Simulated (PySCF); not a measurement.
FNa, SMILES [F][Na] (connectivity only; charge and spin as stated), charge +1, multiplicity 2.

Geometry: PBE0-D3(BJ)/def2-TZVPD. The spin state was assumed, not searched.

Calculation: PBE0-D3(BJ)/def2-TZVPD in PySCF.

Frequencies are harmonic and unscaled.

```csv
mode,ν (cm⁻¹),IR (km/mol),moving atoms (share of kinetic energy)
1,144,22.3,"F 55 %, Na 45 %"
```
